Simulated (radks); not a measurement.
Question: Neutral nickel: order these configurations by energy. Method: scalar-relativistic Kohn-Sham, BLYP, spin-polarised, spherical densities, finite nucleus; Fermi nuclear charge, rms radius of each element as measured or else 0.836 A^(1/3) + 0.57 fm; computed with a radial shooting solver on a logarithmic mesh with Libxc functionals. Open shells are filled with parallel spins first. [Ar] 3d10; [Ar] 3d7 4s2 4p1; [Ar] 3d8 4s1 4p1; [Ar] 3d8 4s2; [Ar] 3d9 4p1; [Ar] 3d9 4s1.

Answer: From the lowest, in eV above it: [Ar] 3d9 4s1 0.000; [Ar] 3d8 4s2 1.019; [Ar] 3d10 1.411; [Ar] 3d9 4p1 4.090; [Ar] 3d8 4s1 4p1 4.900; [Ar] 3d7 4s2 4p1 9.876.
